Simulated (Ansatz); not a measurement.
Isomers of SiB$_{5}$H$_{7}$²⁻ (singlet), relaxed with PBE-D4/def2-SVPD; total energies from Ansatz at PBE-QIDH/def2-TZVPD.

```csv
isomer,description,energy (Eh)
A,[closo-1-(SiH3)B5H4]2- (SiB5H7²⁻),-417.49593
B,[closo-2-(SiH3)B5H4]2- (SiB₅H₇²⁻),-417.49307
```

Correlated methods freeze 10 core orbitals. A multiply charged anion in the gas phase is held together partly by the finite basis.

**Question.** Work out the relative energies (1 Eh = 2625.5 kJ/mol) and the Boltzmann populations at 500 K from electronic energies alone (R = 8.314 J/mol/K).

**Answer.** ΔE: A 0.0, B 7.5 kJ/mol. RT = 4.16 kJ/mol. Factors exp(−ΔE/RT): A 1, B 0.165; sum 1.165. Populations: A 85.8 %, B 14.2 %. Zero-point energy, vibrational entropy and symmetry numbers are left out and can shift these; an error of 4 kJ/mol changes a ratio by a factor of 2.6. Over the other density-functional and correlated levels in def2 sets, the gap between A and B ranges from 6 to 9 kJ/mol.
